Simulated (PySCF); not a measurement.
# Basis and Hamiltonian dependence of the ionisation energy of Te²⁺

Te²⁺ [Kr] 4d10 5s2 5p2 (3P) → Te³⁺ [Kr] 4d10 5s2 5p1 (2P). All values are computed (PySCF 2.14, energy differences of UHF-based or UKS calculations, no spin-orbit coupling). Values in eV.

```csv
basis,Hamiltonian,functions,UHF,r2SCAN,PBE0,MP2 (valence),CCSD(T) (valence),CCSD(T) (valence and next inner shell)
aug-cc-pVDZ-PP with ECP28MDF,ECP,32,26.936,27.688,27.551,27.153,27.189,n/a
x2c-SVPall,spin-free X2C,36,27.020,n/a,n/a,27.208,27.236,n/a
def2-TZVPPD with the def2 core potential (28 electrons),ECP,59,26.969,27.701,27.561,27.295,27.352,27.481
x2c-TZVPall,spin-free X2C,60,26.928,n/a,n/a,27.223,n/a,n/a
"aug-cc-pVTZ-PP with one added diffuse shell each of d, f type with ECP28MDF",ECP,67,26.971,27.708,27.564,27.304,27.362,n/a
aug-cc-pVTZ-DK3,spin-free X2C,68,26.960,27.675,27.554,27.290,27.346,n/a
aug-cc-pVQZ-PP with ECP28MDF,ECP,92,26.971,27.704,27.560,27.344,27.397,n/a
aug-cc-pwCVTZ-PP with ECP28MDF,ECP,96,26.969,27.709,27.560,27.317,27.375,n/a
aug-cc-pVQZ-DK3,spin-free X2C,102,26.959,27.674,27.554,27.326,27.378,n/a
aug-cc-pwCVTZ-DK3,spin-free X2C,109,26.957,27.680,27.554,27.301,27.358,n/a
x2c-QZVPPall,spin-free X2C,112,26.963,27.685,27.569,27.329,27.381,n/a
"x2c-QZVPPall with one added diffuse shell each of s, p, d, f type",spin-free X2C,128,26.963,27.685,27.568,27.331,n/a,n/a
dyall-av2z,non-relativistic,130,26.776,27.502,27.394,27.018,27.054,n/a
```

Q: Estimate the row for x2c-TZVPPall (spin-free X2C, 60 functions).

A: From the rows with the same Hamiltonian and similar size; the calculation gives UHF 26.93; r2SCAN 27.64; PBE0 27.54; MP2 (valence) 27.22; CCSD(T) (valence) 27.27; CCSD(T) (valence and next inner shell) 27.41 (eV).

Extrapolation of CCSD(T) (valence) from aug-cc-pVTZ-DK3 and aug-cc-pVQZ-DK3: the correlation parts are 0.385 and 0.419 eV; with the X⁻³ form and unrounded values, (4³ × 0.419 − 3³ × 0.385)/(4³ − 3³) = 0.443 eV, and adding the Hartree-Fock value 26.959 eV of the larger basis gives 27.402 eV.

Frozen in the all-electron rows: valence: [Kr] 4d10; valence and next inner shell: [Ar] 3d10; with a core potential, the same shells as far as they lie outside it.

Non-relativistic rows lack the scalar-relativistic shift.

Between the lowest levels the reference is 27.84 ± 0.04 eV (measured; NIST Atomic Spectra Database, ionization energies); it includes spin-orbit coupling, which these numbers lack.
